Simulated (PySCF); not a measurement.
Computed IR spectrum (relative IR intensity) of a molecule C4H7F. The structure is a stationary point at TPSSh-D3(BJ)/def2-SVP. The values are those of a single conformer. The numbers are results of TPSSh-D3(BJ)/def2-SVP (PySCF 2.14.0), not measurements. No scaling factor is applied to the harmonic values.

Lines under 2 % of the strongest are left out, and lines within 2 cm⁻¹ are merged.

ν (cm⁻¹): 464 (w), 615 (vw), 815 (w), 861 (s), 946 (m), 1000 (w), 1079 (w), 1261 (m), 1298 (m), 1356 (m), 1464 (w), 1488 (w), 1503 (w), 1747 (vs), 3031 (m), 3041 (m), 3102 (w), 3127 (m), 3138 (m), 3278 (vw) (against the strongest line: vs over 80 %, s over 45 %, m over 15 %, w over 4 %, vw less)

**Question.** Identify the compound among the candidates.
A. FC1CCC1
B. C/C=C(\C)F
C. CC/C=C\F
D. C=C(F)CC

**Answer.** D, C=C(F)CC
